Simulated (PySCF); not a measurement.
**Spinor energies of Cd²²⁺ (cadmium, charge +22)**

Start: [Ar] 3d8; 3d3/2 filled at m_j = -3/2, -1/2, +1/2, +3/2; 3d5/2 filled at m_j = -1/2, +1/2, +3/2, +5/2. Calculated with PySCF 2.14 in an even-tempered Gaussian basis (17 s from 2.7 bohr⁻², ratio 2.8; 12 p from 3.5 bohr⁻², ratio 2.8; 8 d from 3.5 bohr⁻², ratio 2.8; 4 f from 15 bohr⁻², ratio 3): generalised Hartree-Fock with the X2C-1e Hamiltonian and a Gaussian nucleus; one run each with spin-orbit coupling (SO) switched off, then screened by Boettger's factors.

```csv
spinor shell,electrons,"ε, spin-free (eV)","ε, screened SO (eV)",weight of nominal j (screened SO),"rms radius, screened SO (bohr)"
1s1/2,2,-27591.5,-27589.1,1.000,0.0348
2s1/2,2,-4801.4,-4800.5,1.000,0.142
2p1/2,2,-4378.8,-4514.6,1.000,0.123
2p3/2,4,-4378.8,-4315.7,1.000,0.128
3s1/2,2,-1458.0,-1457.7,1.000,0.371
3p1/2,2,-1314.8,-1345.3,0.990,0.362
3d3/2,4,-1107.4,-1112.3,0.905,0.340
3d5/2,4,-1107.4,-1103.3,0.923,0.342
```

Problem. Where does 3p3/2 lie, and what is the 3p spin-orbit splitting (screened SO)?

Solution. At -1300.5 eV, 44.774 eV above 3p1/2.

```tsv
quantity	spin-free	screened SO
E (hartree)	-5350.17837	-5351.47974
M_J	4	4
⟨J²⟩	20.001	20.001
⟨L²⟩	12.001	12.313
⟨S²⟩	2.000	1.934
```

Each row is a mean over spinors that exchange with the open shell spreads, by up to 24.733 eV (3p3/2).

Breit and QED terms are absent; they matter most for the inner s and p1/2 levels.

Densities and radii are taken from the X2C orbitals without a picture-change correction, which distorts them close to the nucleus.

Without spin-orbit coupling the j labels of p, d and f shells carry no meaning; the spin-free column gives the mean over the occupied spinors of each nl shell.
